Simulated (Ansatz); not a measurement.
Input file for Ansatz (a quantum-chemistry and plane-wave program): R-CCSD(T)/cc-pV(D+d)Z on FH4NOSi (SMILES N[SiH](O)F), a point of a torsion scan. Files ending in .json are basis or fitting sets from the Basis Set Exchange.

Ansatz 0.2 input:
```yaml
crystal:
  periodic: [false, false, false]
  atoms:
    - {symbol: N, position_ang: [1.16203228, -0.34890570, -0.19926042]}
    - {symbol: Si, position_ang: [-0.30489935, 0.46291979, 0.11549642]}
    - {symbol: O, position_ang: [-1.43366914, -0.46373681, -0.57320979]}
    - {symbol: F, position_ang: [-0.18433979, 1.85915036, -0.67248461]}
    - {symbol: H, position_ang: [2.03397566, 0.13690695, -0.08346377]}
    - {symbol: H, position_ang: [1.25495557, -1.32664132, 0.01032606]}
    - {symbol: H, position_ang: [-0.64568185, 0.84573028, 1.47610660]}
    - {symbol: H, position_ang: [-2.34680562, -0.43283686, -0.30789124]}
basis:
  gaussian:
    orbitals: cc-pV_D+d_Z.json
magnetization: {spin_polarized: false}
correlation: {method: ccsd_t, electrons: outside_noble_gas}
scf: {lower_state_search: off}
```

Program output:

```
WARN ansatz: RAYON_NUM_THREADS=1 ignored (pool sized by the plan → 1); use --threads N
Functional definition: HF
these checks for a lower state are left out or cut short: stability, starts, cluster_reference, orbital_swaps, neighbouring_geometries, increment
integrals: 0.08 GiB planned
820 factors; integrals over basis functions are off by at most 1.3e-3 eV
mean field: 0.21 GiB planned
mean field evaluation 1: about -14150.7926 eV, gradient 4.5e1 eV
mean field evaluation 2: about -14150.8430 eV, gradient 4.5e1 eV
mean field evaluation 4: about -14154.6366 eV, gradient 2.5e0 eV
mean field evaluation 8: about -14154.6638 eV, gradient 1.9e-1 eV
mean field -14154.66385555 eV, -520.1743023159 hartree, gradient 6.0e-7 eV, S^2 0.000000; 0 other end points of the search recorded, 0 dependent functions left out
8 core orbitals not correlated
reference -14154.66385555 eV, -520.1743023159 hartree; 13, 13 occupied and 64, 64 virtual orbitals, 820 factors
second order -17.44820452 eV of doubles, -0.00000000 eV of singles
coupled cluster: 0.25 GiB planned
cycle   1  -17.70670016 eV  change   -2.6e-1 eV  update   8.6e-2
cycle   2  -18.06818009 eV  change   -3.6e-1 eV  update   2.4e-2
cycle   3  -18.16563087 eV  change   -9.7e-2 eV  update   1.2e-2
cycle   4  -18.16025806 eV  change    5.4e-3 eV  update   2.5e-3
cycle   5  -18.15906683 eV  change    1.2e-3 eV  update   9.9e-4
cycle   6  -18.15941434 eV  change   -3.5e-4 eV  update   2.9e-4
cycle   7  -18.15929339 eV  change    1.2e-4 eV  update   9.3e-5
cycle   8  -18.15923744 eV  change    5.6e-5 eV  update   2.8e-5
cycle   9  -18.15923648 eV  change    9.6e-7 eV  update   9.9e-6
perturbative correction -0.35310226 eV, -0.0129762686 hartree
Total energy: -14173.17619430 eV, -520.8546182165 hartree
Checks for a lower state left out: stability, starts, cluster_reference, orbital_swaps, neighbouring_geometries, increment
```

The run converged.

Cost: very roughly 8 core-seconds.
